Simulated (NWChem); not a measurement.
Molecule: Si2NH5F2; SMILES F[SiH](F)N[SiH3]

```xyz
10

Si     0.0003     2.0205     0.2994
N     -0.0262     0.6555    -0.8018
Si    -0.0020    -1.0056    -0.4220
F      1.2850    -1.3721     0.4798
F     -1.2568    -1.4105     0.5086
H      1.2002     2.8789     0.0638
H      0.0414     1.4580     1.6779
H     -1.2176     2.8696     0.1318
H     -0.0628     0.8681    -1.7953
H     -0.0067    -1.8290    -1.6461
```
Atoms are numbered in this order, from 1.

All runs: NWChem. Pople sets run with spherical d functions. Geometry: optimised at PBE0/def2-SVP. Total energies compare along this basis series because the functional is fixed.

| level | basis functions | energy (Ha) | highest occupied level (eV) | orbital gap (eV) | dipole (D) |
|---|---|---|---|---|---|
| PBE/STO-3G | 38 | -825.5558 | -2.15 | 7.78 | 1.28 |
| PBE/3-21G | 63 | -831.5264 | ___ | ___ | 2.68 |
| PBE/6-31G* | 88 | -835.9791 | -6.58 | 6.18 | 2.51 |
| PBE/6-31+G* | 108 | -836.0051 | -6.89 | 5.80 | 2.72 |
| PBE/6-311G** | 136 | -836.1225 | -6.82 | 6.07 | 2.70 |
| PBE/6-311++G** | 161 | -836.1331 | -6.96 | 5.81 | 2.77 |

### Question
Complete the blanks.

### Answer

- PBE/3-21G, highest occupied level (eV): -6.32
- PBE/3-21G, orbital gap (eV): 6.28
